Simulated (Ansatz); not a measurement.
Cost and result up the ladder for the cluster Au₂I (3 atoms). The state is a doublet with charge 0. Geometry: PBE0-D4/def2-TZVP.

Cartesian coordinates in Å:
```
Au -0.4132 -1.4934 -0.0398
Au 1.1298 0.4506 -0.9610
I -0.7167 1.0427 1.0008
```

Ansatz on 4 threads of Arm Neoverse V2 on a shared host. Times are rough, and most runs start from the orbitals of an earlier one. PBE0-D4/def2-TZVP serves as the yardstick here, not as an exact answer. Differences are given only for rows in sets of like size (and for xTB, whose basis is part of the method), since another set adds its own error. Binding counts from free atoms at the same level (Au doublet, I doublet; other spins of the atoms weren't run), without zero-point energy or a counterpoise term.

In the def2 sets Au, I take a core potential; there is no spin–orbit coupling. LC-ωPBE has ω = 0.4 bohr⁻¹. Correlated methods freeze 4 core orbitals; core or outer-core shells of Au, I are correlated, in sets that lack core-valence functions. The rows differ in basis, and correlated rows in double-zeta sets carry the largest basis error. No other spin state of charge 0 was run. Another isomer (doublet) lies 0.19 eV lower at PBE0-D4/def2-TZVP; other spin states weren't run for this one.

Correlated methods converge slowly with the basis, most of all in double-zeta sets.

| level | functions | binding energy per atom (eV) | difference from PBE0-D4/def2-TZVP (eV) |
| --- | --- | --- | --- |
| LC-ωPBE/def2-TZVP | 130 | 0.98 | -0.15 |
| CCSD(T)/def2-SVP | 90 | 0.94 | – |
| r2SCAN-D4/def2-TZVP | 130 | 1.23 | 0.10 |
| PBE-D4/def2-TZVP (with forces) | 130 | 1.26 | 0.12 |
| LDA (SPW92)/def2-TZVP | 130 | 1.61 | 0.47 |
| PBE0-D4/def2-TZVP | 130 | 1.13 | 0.00 |

Q: Estimate how long each takes.

A: LDA (SPW92)/def2-TZVP 1.2 s; PBE-D4/def2-TZVP (with forces) 2.5 s; PBE0-D4/def2-TZVP 3.1 s; r2SCAN-D4/def2-TZVP 6 s; LC-ωPBE/def2-TZVP 7 s; CCSD(T)/def2-SVP 17 s. On shared hardware such times vary by a factor of up to 3.
